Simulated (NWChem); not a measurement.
A series in which one site is exchanged, each optimised at PBE0/def2-SVP with NWChem, gas phase unless a solvent is named. Low-valent species are run as closed-shell singlets; no triplet was tried in these runs. This build's default masses of Se (78.918 u) and Br (79.917 u) are each other's, which moves their modes by up to 0.6 %. Some are not confirmed as minima by frequencies. def2 effective core potentials on I; no spin-orbit coupling.

A: [F][GeH] (GeHF; site = F)
B: [GeH2] (GeH2; site = H)
C: [GeH][Br] (GeHBr; site = Br)
D: [I][GeH] (GeHI; site = I)

```
quantity                                                  A     B    C     D
-----------------------------------------------------  ----  ----  ---  ----
dipole (D), PBE0/def2-SVP                              1.76  0.01  ___  1.49
orbital gap (eV), PBE0/def2-SVP                        4.38  3.84  ___  3.64
vertical ionisation energy, ΔSCF, B3LYP/def2-SVP (eV)  9.83  9.54  ___  8.98
lowest singlet excitation, B3LYP/def2-SVPD, TDA (eV)   3.06  2.56  ___  2.35
```

Task: Fill in the missing entries.

Result: 
- dipole (D), PBE0/def2-SVP, C: 1.64
- orbital gap (eV), PBE0/def2-SVP, C: 3.92
- vertical ionisation energy, ΔSCF, B3LYP/def2-SVP (eV), C: 9.32
- lowest singlet excitation, B3LYP/def2-SVPD, TDA (eV), C: 2.63
